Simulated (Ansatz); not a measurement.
Reaction (redistribution): `[F][Sb]([SiH3])[Cl]` + `C[N](C)[Sn][F]` → `[F][Sb]([F])[SiH3]` + `C[N](C)[Sn][Cl]`

Program: Ansatz. Geometries: PBE0-D4/def2-TZVP. ΔE: electronic, gas phase. CCSD(T)/CBS is the MP2 limit (def2-TZVPP, def2-QZVPP) plus CCSD(T) − MP2 in def2-TZVPP, frozen cores. Functionals use def2-TZVPP. Elements past krypton have def2 core potentials. For Sb, Sn outer-core shells are correlated without core-valence functions, which leaves a few kJ/mol of doubt a bond. One conformer a species, not always the lowest.

```
             level  ΔE (kJ/mol)
           ωB97M-V         -1.1
               PBE         -1.0
           r2SCANh         -1.5
RPA@PBE/def2-TZVPP         -2.6
    MP2/def2-TZVPP         -1.5
SCS-MP2/def2-TZVPP         -2.0
CCSD(T)/def2-TZVPP         -2.7
     HF/def2-QZVPP         -5.6
```

Question: What does CCSD(T)/CBS give? (An estimate is asked.)

Answer: Computed: -1.3 kJ/mol. The listed levels differ from it by 0.2, 0.3, -0.2, -1.3, -0.2, -0.7, -1.4, -4.3 kJ/mol.

Question: What do rigid-rotor, harmonic-oscillator terms from PBE0-D4/def2-TZVP frequencies (298.15 K, 1 bar) make of the CCSD(T)/CBS value? (An estimate is asked.)

Answer: Ansatz gave: ΔZPE = -0.1 kJ/mol, ΔH = -1.3 kJ/mol, ΔS = 2 J/(mol·K), ΔG = -1.8 kJ/mol.

Largest T1 diagnostic among the species: 0.017.

Leaving LDA and LC-ωPBE aside and taking each functional with its dispersion term where it has one, the values, not all of them listed here, spread over 4.0 kJ/mol, from B97M-V to PBE-D4.
